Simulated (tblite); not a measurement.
Compound: C3H8BFS.
Numbering: `[F:1][CH2:2][S@@+:3]1[BH2-:4][CH2:5][CH2:6]1` (hydrogens: H7, H8 on C2; H9, H10 on B4; H11, H12 on C5; H13, H14 on C6)

Computed with GFN2-xTB (tblite), gas phase: L-BFGS steps from a force-field or distance-geometry start until the largest atomic force falls under 0.01 eV/Å.

At the end of the run (lengths in Å): S3–B4 2.080, C2–S3 1.828, S3–C6 1.838, B4–C5 1.628, C6–H13 1.089, C5–H11 1.089, B4–H9 1.180, C2–S3–B4 97.9°, C2–S3–C6 98.9°, S3–B4–C5 87.4°, B4–S3–C6 72.8°, F1–C2–S3–B4 -148°, C2–S3–B4–C5 84°, S3–B4–C5–C6 15°, H13–C6–S3–C2 43°, H9–B4–S3–C2 -36°.

Problem. These geometries were met on the way; a selection of coordinates is given. Order them by energy above the end point, lowest first.
A. S3–B4 1.907, C2–S3 1.803, S3–C6 1.831, B4–C5 1.616, C6–H13 1.089, C5–H11 1.093, B4–H9 1.178, C2–S3–B4 108.4°, C2–S3–C6 108.5°, S3–B4–C5 91.6°, B4–S3–C6 76.5°, F1–C2–S3–B4 -164°, C2–S3–B4–C5 106°, S3–B4–C5–C6 -1°, H13–C6–S3–C2 12°, H9–B4–S3–C2 -10°
B. S3–B4 2.109, C2–S3 1.825, S3–C6 1.839, B4–C5 1.624, C6–H13 1.089, C5–H11 1.090, B4–H9 1.183, C2–S3–B4 103.6°, C2–S3–C6 105.6°, S3–B4–C5 87.8°, B4–S3–C6 73.4°, F1–C2–S3–B4 -164°, C2–S3–B4–C5 104°, S3–B4–C5–C6 -2°, H13–C6–S3–C2 21°, H9–B4–S3–C2 -13°
C. S3–B4 2.100, C2–S3 1.824, S3–C6 1.841, B4–C5 1.629, C6–H13 1.086, C5–H11 1.090, B4–H9 1.179, C2–S3–B4 100.3°, C2–S3–C6 101.6°, S3–B4–C5 88.1°, B4–S3–C6 73.2°, F1–C2–S3–B4 -161°, C2–S3–B4–C5 102°, S3–B4–C5–C6 -3°, H13–C6–S3–C2 21°, H9–B4–S3–C2 -17°
D. S3–B4 2.025, C2–S3 1.844, S3–C6 1.869, B4–C5 1.619, C6–H13 1.085, C5–H11 1.083, B4–H9 1.169, C2–S3–B4 104.9°, C2–S3–C6 106.3°, S3–B4–C5 89.4°, B4–S3–C6 74.2°, F1–C2–S3–B4 -164°, C2–S3–B4–C5 105°, S3–B4–C5–C6 -2°, H13–C6–S3–C2 18°, H9–B4–S3–C2 -11°
E. S3–B4 1.841, C2–S3 1.762, S3–C6 1.794, B4–C5 1.591, C6–H13 1.120, C5–H11 1.117, B4–H9 1.206, C2–S3–B4 110.9°, C2–S3–C6 110.6°, S3–B4–C5 93.0°, B4–S3–C6 77.1°, F1–C2–S3–B4 -164°, C2–S3–B4–C5 106°, S3–B4–C5–C6 1°, H13–C6–S3–C2 10°, H9–B4–S3–C2 -9°

Solution. C (0.062 eV), B (0.102 eV), D (0.174 eV), A (0.345 eV), E (0.640 eV).

```tsv
step	E above end (eV)	rms distance from the end, all atoms (Å)	largest force (eV/Å)	rms shift of all bonds from the end (Å)
18	0.062	0.374	0.176	0.006
7	0.102	0.405	0.215	0.008
3	0.174	0.409	0.486	0.019
1	0.345	0.413	1.582	0.047
0	0.640	0.416	3.056	0.071
```

Rows stand in the order of the answer.
